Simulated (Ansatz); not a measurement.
`OB(O)CCCCc1ccc2ccc3cccc4ccc1c2c34` with charge -1: single points at one geometry.

```yaml
crystal:
  periodic: [false, false, false]
  atoms:
    - {symbol: O, position_ang: [6.045257, 0.570294, -1.301937]}
    - {symbol: B, position_ang: [4.892322, 0.012107, -1.828361]}
    - {symbol: O, position_ang: [4.359330, 0.405453, -3.040326]}
    - {symbol: C, position_ang: [4.131054, -1.075833, -0.981436]}
    - {symbol: C, position_ang: [3.278846, -0.402144, 0.117371]}
    - {symbol: C, position_ang: [2.477594, -1.384967, 0.974047]}
    - {symbol: C, position_ang: [1.629305, -0.697698, 2.068088]}
    - {symbol: C, position_ang: [0.542676, 0.211185, 1.548725]}
    - {symbol: C, position_ang: [0.725506, 1.605648, 1.546633]}
    - {symbol: C, position_ang: [-0.227807, 2.492297, 1.039849]}
    - {symbol: C, position_ang: [-1.454139, 2.000487, 0.492458]}
    - {symbol: C, position_ang: [-2.456835, 2.860602, -0.036940]}
    - {symbol: C, position_ang: [-3.648768, 2.359905, -0.554558]}
    - {symbol: C, position_ang: [-3.918988, 0.962412, -0.576305]}
    - {symbol: C, position_ang: [-5.138084, 0.421810, -1.099186]}
    - {symbol: C, position_ang: [-5.360811, -0.960448, -1.099167]}
    - {symbol: C, position_ang: [-4.406466, -1.850614, -0.591595]}
    - {symbol: C, position_ang: [-3.170694, -1.363338, -0.056147]}
    - {symbol: C, position_ang: [-2.169466, -2.222301, 0.472451]}
    - {symbol: C, position_ang: [-0.970708, -1.724767, 0.984808]}
    - {symbol: C, position_ang: [-0.685846, -0.328438, 1.011595]}
    - {symbol: C, position_ang: [-1.686395, 0.574919, 0.484451]}
    - {symbol: C, position_ang: [-2.921211, 0.059807, -0.048427]}
    - {symbol: H, position_ang: [6.413838, 1.288403, -1.846842]}
    - {symbol: H, position_ang: [4.831910, 1.146346, -3.460462]}
    - {symbol: H, position_ang: [4.856351, -1.775872, -0.510211]}
    - {symbol: H, position_ang: [3.471955, -1.681327, -1.639232]}
    - {symbol: H, position_ang: [2.571147, 0.321189, -0.342943]}
    - {symbol: H, position_ang: [3.940966, 0.204414, 0.777145]}
    - {symbol: H, position_ang: [1.808695, -1.978383, 0.312729]}
    - {symbol: H, position_ang: [3.176908, -2.114871, 1.446328]}
    - {symbol: H, position_ang: [2.314332, -0.107732, 2.718673]}
    - {symbol: H, position_ang: [1.196485, -1.490265, 2.722055]}
    - {symbol: H, position_ang: [1.664285, 2.007949, 1.968878]}
    - {symbol: H, position_ang: [-0.050259, 3.579911, 1.059971]}
    - {symbol: H, position_ang: [-2.269395, 3.947971, -0.027534]}
    - {symbol: H, position_ang: [-4.411393, 3.047457, -0.958363]}
    - {symbol: H, position_ang: [-5.895805, 1.114319, -1.500804]}
    - {symbol: H, position_ang: [-6.307201, -1.356293, -1.507763]}
    - {symbol: H, position_ang: [-4.590964, -2.937287, -0.595562]}
    - {symbol: H, position_ang: [-2.356522, -3.309646, 0.469288]}
    - {symbol: H, position_ang: [-0.231032, -2.432672, 1.388561]}
basis:
  gaussian: {orbitals: def2-TZVP, fitting: {mean_field: def2-universal-jkfit}, initial_orbitals: start.molden}
total_charge: -1
magnetization: {spin_polarized: true, initial_magnetization: 1}
hamiltonian: {xc: pbe, dispersion: d4}
scf: {omitted_lower_state_checks: [starts]}
output: {orbitals: {seedname: orbitals}}
```

The file start.molden holds the orbitals of an earlier run on this structure, at another level or in another basis.

```sh
$ ansatz run in.yaml --threads 2 --pin off --events-out ev --progress --plain --max-ram 20480MiB --backend cuda --devices 0, --max-vram 18GiB
```

Shortened log:

```
Functional definition: PBE
2071 factors; integrals over basis functions are off by at most 8.8e-1 eV
mean field evaluation 1: about -25801.1039 eV, gradient 1.3e1 eV
mean field evaluation 2: about -25801.5260 eV, gradient 4.6e-1 eV
mean field evaluation 4: about -25801.3599 eV, gradient 3.1e0 eV
mean field evaluation 8: about -25801.5212 eV, gradient 7.9e-3 eV
mean field -25801.52124550 eV, -948.1884168729 hartree, gradient 2.2e-5 eV, S^2 0.754924; 0 other end points of the search recorded, 0 dependent functions left out
reference -25801.52133785 eV, -948.1884202666 hartree; 81, 80 occupied and 746, 747 virtual orbitals, 2071 factors
Total energy: -25803.16633098 eV, -948.2488726491 hartree
Checks for a lower state left out: starts
```

Run time 11 s (2 threads of AMD EPYC 7R13 on a shared host and a share (18 GiB) of an NVIDIA H100 80GB HBM3).

The first input with `hamiltonian: {xc: pbe0, dispersion: d4}` (abridged; 8 s):

```
Functional definition: PBE0
mean field -25803.71543699 eV, -948.2690519229 hartree, gradient 2.3e-5 eV, S^2 0.775270
Total energy: -25805.13595146 eV, -948.3212548668 hartree
Checks for a lower state left out: starts
```

Geometry: PBE-D4/def2-SVP.

Single mean-field runs in def2-TZVP are fitted with def2-universal-jkfit. At PBE-D4/def2-TZVP, PBE0-D4/def2-TZVP the highest occupied level of the relaxed charge -1 doublet lies above zero (up to 1.20 eV). By energy differences its removal costs 0.57 eV (each at its own geometry, to the charge 0 singlet, at PBE-D4/def2-TZVP); self-interaction error and the lack of diffuse functions both raise the level. At PBE-D4/def2-TZVP the gap within one spin of the relaxed charge -1 doublet nearly closes, so an electron or hole may be smeared out by delocalisation error.
